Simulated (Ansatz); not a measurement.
Geometry optimisation, Ansatz 0.2.0, RHF/def2-SVP.

Input file:

```yaml
crystal:
  periodic: [false, false, false]
  atoms:
    - { symbol: C, position_ang: [0.3167, -1.4468, 0.8472] }
    - { symbol: C, position_ang: [-0.2346, -0.3307, 1.7446] }
    - { symbol: "N", position_ang: [-0.6303, 0.8051, 1.2545] }
    - { symbol: Zn, position_ang: [-0.6342, 1.5827, -0.3071] }
    - { symbol: Si, position_ang: [-0.1046, 1.4541, -1.8833] }
    - { symbol: H, position_ang: [-0.5214, -1.6554, 0.1015] }
    - { symbol: H, position_ang: [0.561, -2.3, 1.4316] }
    - { symbol: H, position_ang: [1.2079, -1.0298, 0.2861] }
    - { symbol: H, position_ang: [-0.2809, -0.4857, 2.8572] }
    - { symbol: H, position_ang: [0.0713, 1.9067, -3.2328] }
    - { symbol: H, position_ang: [-0.9038, 0.2199, -1.8228] }
    - { symbol: H, position_ang: [1.23, 1.2248, -1.2428] }
basis:
  gaussian: { orbitals: def2-SVP }
hamiltonian:
  xc: hf
relax:
  f_tol: 0.02
  max_steps: 50
```

Launched with:

```bash
$ ansatz run input.yaml --threads 2 --pin off --max-ram 3072MiB --backend cpu --events-out ev --progress --plain --runs-dir out
```

**Question.** Where does it end, and by what steps?

**Answer.** The forces met the threshold. After 23 steps the energy has fallen by 7.033 eV; H11 moved furthest, 2.09 Å. The start is strongly strained (largest force component 20 eV/Å).

```tsv
step	energy less start (eV)	largest force component (eV/Å)	accepted
0	0.0000	19.976	yes
1	-4.5578	5.207	yes
2	-5.8152	1.094	yes
3	-6.1037	0.772	yes
4	-6.3688	0.650	yes
5	-6.5257	0.720	yes
6	-6.6611	0.901	yes
7	-6.7644	0.367	yes
8	-6.8210	0.295	yes
9	-6.8800	0.264	yes
10	-6.9241	0.527	yes
11	-6.9431	0.702	yes
12	-6.9562	0.780	yes
13	-6.9951	0.241	yes
14	-7.0102	0.274	yes
15	-7.0057	0.513	no
16	-7.0183	0.129	yes
17	-7.0234	0.114	yes
18	-7.0095	0.500	no
19	-7.0275	0.055	yes
20	-7.0301	0.066	yes
21	-7.0308	0.155	yes
22	-7.0315	0.136	yes
23	-7.0333	0.015	yes
```

```xyz
12
Properties=species:S:1:pos:R:3
C 0.199 -1.830 1.706
C -0.408 -0.485 2.037
N -0.557 0.493 1.287
Zn -0.218 0.969 -0.480
Si 0.128 1.799 -2.741
H -0.535 -2.626 1.858
H 1.042 -2.042 2.370
H 0.547 -1.863 0.672
H -0.745 -0.424 3.087
H -0.443 3.160 -2.928
H -0.508 0.914 -3.754
H 1.575 1.880 -3.080
```

The run took 52 s on 2 threads of Intel(R) Xeon(R) Platinum 8488C (Sapphire Rapids) (shared host), peak memory 0.34 GiB.
